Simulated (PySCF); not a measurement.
# C(2+): excitation energy

C(2+) [He] 2s2 (1S) → C(2+) [He] 2s1 2p1 (3P), as a difference of total energies. Computed with PySCF 2.14 in x2c-QZVPPall (7s4p3d2f1g, 57 functions), with scalar relativity by spin-free X2C-1e. Correlated levels: valence: 1s2 frozen; valence and next inner shell: nothing frozen. The calculations carry no spin-orbit coupling.

```tsv
method	excitation energy (cm⁻¹)
UHF	37554
LDA	46104
PBE	45257
PBE0	44805
r2SCAN	40834
BHandHLYP	45772
revPBE	45640
wB97X-V	47897
HSE06	44572
MP2 (valence)	46630
SCS-MP2 (valence)	49138
MP2 (valence and next inner shell)	46521
SCS-MP2 (valence and next inner shell)	49070
```

A first-order spin-orbit estimate (lowest level to lowest level, LS coupling) adds -0.007 eV.

The basis was made for the ground configuration and has no added diffuse functions, so the excitation energy can come out too high.
